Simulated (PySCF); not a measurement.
Be(Et)(SH) (C2H6BeS), SMILES C[CH2][Be][SH].

Geometry: PBE0-D3(BJ)/def2-SVP. The values are those of a single conformer.

The numbers are results of PySCF with C-PCM-PBE0/def2-SVP, not measurements.

The values are the electrostatic part of the solvation free energy, E(continuum) − E(gas) at the gas-phase geometry, in a cavity of scaled van der Waals radii (PySCF's table); cavitation and dispersion terms are not included. A continuum can't describe solvent molecules that bind to the metal. In vacuum the orbital gap is 7.23 eV. The dipole moment in vacuum is 1.24 D.

Q: Estimate the values in water (ε = 78.36), 1-octanol (ε = 9.86), toluene (ε = 2.37). (Estimate from the structure and the level; the computed values follow.)

A: 
```json
[
 {"solvent": "water", "ε": "78.36", "ΔG(elec) (kcal/mol)": "-4.7", "dipole (D)": "1.66", "gap (eV)": "7.65"},
 {"solvent": "1-octanol", "ε": "9.86", "ΔG(elec) (kcal/mol)": "-4.2", "dipole (D)": "1.61", "gap (eV)": "7.60"},
 {"solvent": "toluene", "ε": "2.37", "ΔG(elec) (kcal/mol)": "-2.5", "dipole (D)": "1.46", "gap (eV)": "7.46"}
]
```
